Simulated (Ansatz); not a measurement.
The cluster MgZn₂⁺ was relaxed with PBE (def2-TZVP) in Ansatz in these states: charge +1 doublet, charge +1 quartet. The geometries follow in no particular order.

A:

| atom | x (Å) | y (Å) | z (Å) |
| --- | --- | --- | --- |
| Mg1 | -0.821 | -2.160 | 2.379 |
| Zn2 | 0.088 | 0.231 | -0.256 |
| Zn3 | 0.733 | 1.929 | -2.124 |

B:

```xyz
3

Mg    2.0517   -1.6271    0.8537
Zn   -0.0355    0.0218   -0.0118
Zn   -2.0163    1.6053   -0.8419
```

Problem. Judge from the bond lengths which geometry belongs to which state (an estimate).

Solution. A is the charge +1 quartet (Mg1–Zn2 3.672 Å, Zn2–Zn3 2.606 Å); B is the charge +1 doublet (Mg1–Zn2 2.797 Å, Zn2–Zn3 2.668 Å).

The charge +1 quartet has come apart into loosely held pieces.
